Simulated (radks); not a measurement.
Values are calculated unless marked as measured or tabulated.
All-electron atom: Sn4+ in [Ar] 3d10 4s1 4p6 4d10 5p1 (not the ground configuration).

Level of theory: scalar-relativistic Kohn-Sham, exchange-only r2SCAN, spin-polarised, spherical densities, finite nucleus; open shells are filled with parallel spins first (spin-orbit coupling, left out, can overturn this in heavy ions); meta-GGA in the generalised Kohn-Sham scheme; Fermi nuclear charge, rms radius 4.6519 fm (a radial shooting solver on a logarithmic mesh with Libxc functionals).

Energy parts (hartree):
total: -6166.58838
kinetic: 6440.66971
electron-nucleus: -14828.08497
Hartree: 2381.70219
exchange: -160.87532

Orbitals (lengths in bohr, moments of r in powers of bohr; <r^-3> diverges for s and p1/2; r(90%) holds 90 % of the orbital's charge):
| orbital | occ. | eigenvalue (hartree) | <r^2> | r(90%) | <r^-3> |
|---|---|---|---|---|---|
| 1s up | 1 | -1070.314 | 0.001143 | 0.0522 | - |
| 1s down | 1 | -1070.299 | 0.001143 | 0.0522 | - |
| 2s up | 1 | -163.8693 | 0.01856 | 0.194 | - |
| 2s down | 1 | -163.8599 | 0.01856 | 0.194 | - |
| 2p up | 3 | -147.1994 | 0.01467 | 0.178 | 4698 |
| 2p down | 3 | -147.1874 | 0.01467 | 0.178 | 4698 |
| 3s up | 1 | -33.47042 | 0.1310 | 0.497 | - |
| 3s down | 1 | -33.45538 | 0.1309 | 0.497 | - |
| 3p up | 3 | -27.97663 | 0.1318 | 0.506 | 874.4 |
| 3p down | 3 | -27.95960 | 0.1317 | 0.506 | 874.1 |
| 3d up | 5 | -19.53473 | 0.1173 | 0.495 | 119.6 |
| 3d down | 5 | -19.51592 | 0.1172 | 0.495 | 119.6 |
| 4s up | 1 | -6.98000 | 0.7461 | 1.17 | - |
| 4s down | 0 | -6.89215 | 0.7519 | 1.18 | - |
| 4p up | 3 | -5.28637 | 0.8677 | 1.28 | 159.5 |
| 4p down | 3 | -5.20927 | 0.8752 | 1.28 | 157.5 |
| 4d up | 5 | -2.79015 | 1.248 | 1.58 | 16.15 |
| 4d down | 5 | -2.72756 | 1.252 | 1.58 | 15.93 |
| 5p up | 1 | -1.41634 | 5.872 | 3.28 | 21.70 |
| 5p down | 0 | -1.30936 | 5.897 | 3.30 | 22.72 |

The highest occupied level is 5p up at -38.540 eV. The configuration is held as typed, so some empty levels lie below it. Spin moment in Bohr magnetons: 2. The electron density at the nucleus is 1.96e+05 e/bohr^3 (large components only). Summed over all electrons, <r^2> = 26.70 bohr^2, which gives a Langevin (diamagnetic) susceptibility term of -21.1 x 10^-6 cm^3/mol. The density falls to 0.001 e/bohr^3 at r = 3.44 bohr.
